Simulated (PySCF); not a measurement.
**Which determinant of MnH lies lowest?**

Unrestricted PBE0; PySCF, no relativity, basis sets Mn def2-TZVPP, H def2-TZVPP. Outer shells of the fragments: Mn 3d5 4s2; H 1s1.

Followed along the bond (rough minima from three points):

```tsv
2Ms+1	unpaired	⟨S²⟩ at the start	R at minimum (Å)	Te (eV)
7	σ ↑↑, π ↑↑, δ ↑↑	12.01	1.73	0.00
5	π ↑↑, δ ↑↑	6.38	1.63	0.22
5	σ ↑, π ↑, δ ↑↑	6.05	1.61	1.02
5	σ ↑, π ↑↑, δ ↑	6.04	1.65	1.19
3	π ↑↓, δ ↑↑	3.21	1.60	2.16
1	π ↓↓, δ ↑↑	2.09	1.57	2.86
```

Solutions found at the starting distance of 1.440 Å, counted from the lowest of them; the search is not exhaustive and high or unbound solutions are not listed, so other states can lie among these:

```
2Ms+1          unpaired   term  E (eV)   ⟨S²⟩  ⟨Lz²⟩  μ (D)
    5        π ↑↑, δ ↑↑  mixed    0.00   6.38   0.00  -1.53
    7  σ ↑↑, π ↑↑, δ ↑↑    ⁷Σ⁺    0.09  12.01   0.00  -0.22
    5    σ ↑, π ↑, δ ↑↑     ⁵Π    0.77   6.05   1.01  -2.73
    5    σ ↑, π ↑↑, δ ↑     ⁵Δ    1.02   6.04   4.01  -3.00
    3        π ↑↓, δ ↑↑  mixed    1.88   3.21   2.03  -1.94
    7  σ ↑, π ↑↑↑, δ ↑↑     ⁷Π    1.98  12.06   1.00  -2.11
    3    σ ↓, π ↑, δ ↑↑  mixed    2.07   2.97   1.09  -1.93
    3    σ ↓, π ↑↑, δ ↑  mixed    2.16   3.01   4.01  -2.60
    3    σ ↑, π ↓, δ ↑↑  mixed    2.20   3.03   1.02  -2.68
    3    σ ↑, π ↑↓, δ ↑  mixed    2.44   3.02   6.02  -2.95
    3    σ ↑, π ↑↓, δ ↑  mixed    2.44   3.15   5.78  -2.75
    3  σ ↓↓, π ↑↑, δ ↑↑  mixed    2.46   4.01   0.00   0.58
    1        π ↓↓, δ ↑↑  mixed    2.55   2.09   0.00  -2.22
    1    σ ↑, π ↓↓, δ ↑  mixed    2.74   2.01   4.02  -2.92
```

A term symbol is given only where ⟨S²⟩ and ⟨Lz²⟩ are close to those of a pure state; real π, δ and φ orbitals otherwise mix terms. A positive dipole means Mn(−)H(+).

Question: Compare the gap between the two lowest followed solutions at the starting distance with the gap between their minima.

Answer: At PBE0 the second solution (Ms = 2 of mixed spin, unpaired electrons π ↑↑, δ ↑↑) lies -0.09 eV from the first (septet, unpaired electrons σ ↑↑, π ↑↑, δ ↑↑) at 1.440 Å and +0.22 eV at the minima; the two curves relax by different amounts, since their minima lie near 1.63 and 1.73 Å.

The measured ground state is X ⁷Σ (Huber and Herzberg, Constants of Diatomic Molecules (1979)).

Counting both spins, an empty level lies below a filled one in some of these solutions, because spin and occupation are held. With d or f electrons several states lie close, and the lowest PBE0 determinant need not be the measured ground state.
